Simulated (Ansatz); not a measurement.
Consider the atomization: `[F][Ge]([F])([SH])[SH]` → 2 F• + Ge• + 2 H• + 2 S•.

Gas-phase electronic energies from Ansatz, PBE0-D4/def2-TZVP geometries. CCSD(T)/CBS adds triple-zeta CCSD(T) − MP2 to the extrapolated MP2 energy (def2 sets, frozen cores). This one scheme is used for every species, atoms too. Functionals use def2-TZVPP. Open shells (•) are unrestricted, without spin–orbit coupling. Spin–orbit coupling would lower the free atoms: a little for F, S; clearly for Ge. Bonds to Ge are less sure, by a few kJ/mol each and by 10 to 20 or more in all where they break to atoms, as the def2 sets lack core-valence functions. Scalar relativity is left out up to krypton. Each species was taken in one conformer, which may not be the lowest.

`[F][Ge]([F])([SH])[SH]`:

Cartesian coordinates in Å:
```
F -0.827 0.491 1.895
Ge -0.025 0.132 0.416
F 1.340 -0.793 0.922
S -1.208 -1.146 -0.904
S 0.515 2.069 -0.430
H -0.726 -2.259 -0.322
H 0.931 1.505 -1.577
```

```csv
species,BHLYP energy (Eh)
`[F][Ge]([F])([SH])[SH]`,-3074.43696
F•,-99.74467
Ge•,-2076.90401
H•,-0.49854
S•,-398.12100
```

Problem. Work out ΔE.

Solution. ΔE = 2 × (-99.74467) + 2 × (-0.49854) + 2 × (-398.12100) + (-2076.90401) − (-3074.43696) = 0.80453 Eh = +504.9 kcal/mol. CCSD(T)/CBS gives +544.7 kcal/mol.

Largest T1 diagnostic among the species: 0.012.

From PBE to PBE0 (25 % exact exchange), in def2-TZVPP and without D4, ΔE moves by −15.9 kcal/mol: exact exchange takes away binding that semilocal exchange gives to molecules. The D4 term adds +7.9 kcal/mol with B3LYP and +4.1 kcal/mol with PBE0; it sums over pairs of atoms, weighted by their polarisabilities, and B3LYP, whose exchange is more repulsive, gets the larger term.

B3LYP here is the variant with VWN-RPA as its local correlation; programs differ in this.

For atomizations the MP2-based limit and the directly extrapolated one differ by several kJ/mol either way, and by 10 to 25 for some Ge, Se and Sn compounds, so smaller differences from it don't rank the levels.
